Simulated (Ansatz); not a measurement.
Consider the ligand exchange at a Zn–C bond: `C[CH2][ZnH]` + `OCF` → `FC[O][ZnH]` + `CC`.

Calculated with Ansatz (gas phase, PBE0-D4/def2-TZVP geometries, no zero-point term in ΔE). CCSD(T)/CBS adds triple-zeta CCSD(T) − MP2 to the extrapolated MP2 energy (def2 sets, frozen cores). This one scheme is used for every species. DFT in def2-TZVPP. B3LYP here is the variant with VWN-RPA as its local correlation; programs differ in this. For Zn outer-core shells are correlated without core-valence functions, which leaves a few kJ/mol of doubt a bond. Scalar relativity is left out up to krypton. Each species was taken in one conformer, which may not be the lowest.

| level | ΔE (kJ/mol) | difference from CCSD(T)/CBS |
| --- | --- | --- |
| B3LYP-D4 | -99.0 | 1.1 |
| PBE | -89.9 | 10.2 |
| MP2/def2-TZVPP | -96.9 | 3.2 |
| SCS-MP2/def2-TZVPP | -101.4 | -1.3 |
| CCSD(T)/def2-TZVPP | -99.8 | 0.3 |
| HF/def2-QZVPP | -119.4 | -19.3 |
| SCS-MP2/def2-QZVPP | -102.3 | -2.2 |
| HF/CBS(def2) | -119.7 | -19.6 |
| MP2/CBS(def2) | -97.2 | 2.9 |
| CCSD/CBS(def2) | -101.7 | -1.6 |
| CCSD(T)/CBS | -100.1 | 0 |

Largest T1 diagnostic among the species: 0.016.

In def2-TZVPP, CCSD(T) changes the Hartree–Fock value by +17.1 kJ/mol (the triples alone add +1.6 kJ/mol) and MP2 by +20.0 kJ/mol.
